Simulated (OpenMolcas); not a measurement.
Ag4+: moving or changing the point charges

Ag4+ among 2 point charges of -3 e arranged as a linear pair (D∞h), 2.27 Å from the ion.

```
Program             : OpenMolcas 26.06
Method              : SS-CASPT2, IPEA 0.25 Eh, imaginary shift 0.1 Eh (closed shells correlated: 4s 4p)
Basis               : ANO-RCC-VDZP [6s5p3d1f]
Scalar Hamiltonian  : DKH2, point nucleus
Active space        : 7 electrons in 5 orbitals (4d)
State averaging     : 2S+1 = 4 even, 10 roots; 2S+1 = 2 even, 40 roots
Spin-orbit coupling : RASSI with atomic mean-field integrals over the reference wave functions
```

Runs around this geometry, states (labels by Λ). Energies in cm-1 above the lowest state or level, χT in cm3 K/mol.

```json
{"R (Å)": "2.27", "q (e)": "-1.5", "Ground state": "4Φ", "First state of that spin": "4Σ 1340", "First gap with spin-orbit (degeneracies)": "1450 (2, 2)", "χT at 300 K": "4.785", "First state of another spin": "2Π 16580"}
{"R (Å)": "2.16", "q (e)": "-3", "Ground state": "4Σ", "First state of that spin": "4Φ 3020", "First gap with spin-orbit (degeneracies)": "140 (2, 2)", "χT at 300 K": "2.974", "First state of another spin": "2Π 15270"}
{"R (Å)": "2.27", "q (e)": "-3", "Ground state": "4Σ", "First state of that spin": "4Φ 1710", "First gap with spin-orbit (degeneracies)": "370 (2, 2)", "χT at 300 K": "4.472", "First state of another spin": "2Π 15560"}
{"R (Å)": "2.39", "q (e)": "-3", "Ground state": "4Σ", "First state of that spin": "4Φ 630", "First gap with spin-orbit (degeneracies)": "1110 (2, 2)", "χT at 300 K": "4.739", "First state of another spin": "2Π 15690"}
```

Taking the first state of the same spin as R^-n, n = -ln(630 / 3020) / ln(2.39 / 2.16) = 15.5 between the shortest and longest distance.

The ground state changes within this set.

Roots that are degenerate in the reference are averaged as groups; the widest CASPT2 spread within a group is 20 cm-1 (the 2-fold group of multiplicity 2 near 17800 cm-1 above the lowest state of its run, R = 2.16, q = -3). Shifts and gaps below about the spread of the groups concerned are not significant. Point charges give a weaker field than real ligands, and real ions of this kind are as a rule low spin; the high spin found here belongs to the model. Free-ion shares, where given, are those of the reference states; single-state CASPT2 does not remix them. The ground term spreads over less than 5000 cm-1, several times less than with real ligands, so orbital moments are less quenched and χT lies further from the spin-only value than at real sites (holds for R = 2.27, q = -1.5). Point charges carry no covalency, so the field is a model and not that of real ligands. No measured value stands beside these numbers.
